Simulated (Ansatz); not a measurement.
Total energies of the cluster Ru₅⁺ from Ansatz at PBE-D4/def2-TZVP, gas phase (1 Eh = 27.2114 eV = 2625.5 kJ/mol). The reference geometry is relaxed at PBE-D4/def2-SVP.

```tsv
atom	x (Å)	y (Å)	z (Å)
Ru1	0.469	0.881	1.169
Ru2	0.959	0.485	-1.255
Ru3	-1.205	0.892	-0.694
Ru4	0.971	-1.332	0.109
Ru5	-1.193	-0.925	0.670
```

```json
{"state": "charge 1 doublet", "geometry": "reference", "energy (Eh)": "-474.51862"}
{"state": "charge 0 triplet", "geometry": "reference", "energy (Eh)": "-474.72343"}
{"state": "charge 1 quartet", "geometry": "relaxed at PBE-D4/def2-SVP", "energy (Eh)": "-474.50227"}
{"state": "charge 1 sextet", "geometry": "relaxed at PBE-D4/def2-SVP", "energy (Eh)": "-474.49488"}
```

In the def2 sets Ru takes a core potential; there is no spin–orbit coupling.

Problem. Work out the vertical electron affinity, to the triplet.

Solution. E(charge 1 doublet) − E(charge 0 triplet) = -474.51862 − (-474.72343) = 0.20481 Eh = 5.57 eV.

Problem. Which of the charge 1 states is lowest, and how far above it are the others?

Solution. The doublet. quartet: -474.50227 − (-474.51862) = 0.01635 Eh = 42.9 kJ/mol; sextet: -474.49488 − (-474.51862) = 0.02374 Eh = 62.3 kJ/mol.

At PBE-D4/def2-TZVP the charge 0 triplet is spin-contaminated (final ⟨S²⟩ up to 2.16, 2.00 for a pure state). At PBE-D4/def2-TZVP the gap within one spin of the charge 0 triplet nearly closes, so an electron or hole may be smeared out by delocalisation error. At PBE-D4/def2-TZVP the gap within one spin of the charge 1 quartet nearly closes, so an electron or hole may be smeared out by delocalisation error. 

The structure comes from a short search, and lower isomers may exist.
